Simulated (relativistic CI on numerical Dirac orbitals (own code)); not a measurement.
## Hyperfine structure of Bi LXXIV, mass number 209

Method of calculation: Dirac-Coulomb-Breit CI, KLI orbitals optimised for each configuration, model QED, unscaled Slater integrals (own radial code, finite nucleus).

Configuration list (outside the closed core 1s2): 2s2 2p6, 2s2 2p5 3s, 2s2 2p5 3p, 2s2 2p5 3d, 2s 2p6 3s, 2s 2p6 3p, 2s 2p6 3d, 2s2 2p5 4s, 2s2 2p5 4p, 2s2 2p5 4d, 2s2 2p5 4f, 2s2 2p4 3s2, 2s2 2p4 3s 3p, 2s2 2p4 3s 3d, 2s 2p6 4s, 2s2 2p4 3p2. Levels of other configurations are missing.

Nuclear spin I = 9/2, μ = 4.092 μN, Q = -0.516 b (tables of Stone and Pyykkö). The electronic factors are computed for point nuclear moments, without core polarisation or the Bohr-Weisskopf and QED corrections.

```json
{"Level": "2s2 2p5 3s 3P°_2", "E (eV)": "10493.8", "A (GHz)": "3355", "B (GHz)": "1240"}
{"Level": "2s2 2p5 3s 1P°_1", "E (eV)": "10503.9", "A (GHz)": "-1196", "B (GHz)": "612"}
{"Level": "2s2 2p5 3p 3D_2", "E (eV)": "10674.9", "A (GHz)": "1674", "B (GHz)": "1240"}
{"Level": "2s2 2p5 3p 3D_3", "E (eV)": "11330.3", "A (GHz)": "695.9", "B (GHz)": "865"}
{"Level": "2s2 2p5 3p 1P_1", "E (eV)": "11331.1", "A (GHz)": "700.8", "B (GHz)": "-338"}
{"Level": "2s2 2p5 3p 3P_2", "E (eV)": "11346.0", "A (GHz)": "696", "B (GHz)": "0.688"}
{"Level": "2s2 2p5 3d 3F°_3", "E (eV)": "11525.7", "A (GHz)": "625.7", "B (GHz)": "1170"}
{"Level": "2s2 2p5 3d 3P°_1", "E (eV)": "11526.4", "A (GHz)": "603.9", "B (GHz)": "-455"}
```

Levels with J = 0, under 50 % of one LS term, or S terms without an open s electron are left out. Small factors come from cancelling terms and can be off by tens of per cent or more.

At this charge energies of transitions that change n are usually good to better than 1 %, and those within a shell (Δn = 0) to a few per cent.

Question: Give the hyperfine levels of 2s2 2p5 3s 3P°_2 relative to its centre of gravity.

Answer: With K = F(F + 1) − I(I + 1) − J(J + 1), E = AK/2 + B[¾K(K + 1) − I(I + 1)J(J + 1)]/[2I(2I − 1)J(2J − 1)]: F = 5/2: -36330, F = 7/2: -25130, F = 9/2: -10430, F = 11/2: 8026, F = 13/2: 30500 GHz.

LS names give the leading component of a level, which can be under half, so a name can repeat, a term be missing and a line seem to break the LS rules.
